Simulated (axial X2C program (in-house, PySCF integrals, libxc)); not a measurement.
# Worked dissociation energy of NbB: PBE50, scalar-relativistic

All values were computed with an axial X2C code built on PySCF integrals. Spin-free means the one-electron spin-free X2C Hamiltonian. Basis: Nb dyall-cv3z [11s12p9d5f3g], B dyall-v3z [7s6p2d1f] (cores contracted in-house); Gaussian nuclei, density fitting, unrestricted open shells. Masses: Nb 92.906 u, B 11.009 u.

Molecular state: M_S = 3, Λ = 0 (beyond evenly filled blocks: 2 × σα, π+α, π-α, δ+α, δ-α).

* E(Nb) (2M_S = 5, M_L = 0): -3819.145469 hartree
* E(B) (2M_S = 1, M_L = 0): -24.634822 hartree
* E(NbB) at Re: -3843.880111 hartree
* ωe: 654.4 cm⁻¹
* ωexe: 3.28 cm⁻¹

(1) Work out De and D0.

The state is a single determinant with fixed occupations, the lowest that a limited PBE0 search found. De is counted from the lowest determinant-based energies of the atoms at the same level, without counterpoise correction. Other states lie close and PBE0, whose exact exchange favours high spin, may order them wrongly; the determinant shown need not be the ground state. The nearest other spin-free determinant of the search, M_S = 2, Λ = 1, lies 0.73 eV up at the distance of the search.

Each atomic determinant is the lowest at this level and need not be a pure term. Totals compare only within one Hamiltonian and basis.

## Answers

(1) De = -3819.145469 + (-24.634822) − (-3843.880111) = 0.09982 hartree = 2.716 eV. The zero-point energy is ωe/2 − ωexe/4 = 326 cm⁻¹ = 0.040 eV, so D0 = 2.676 eV.
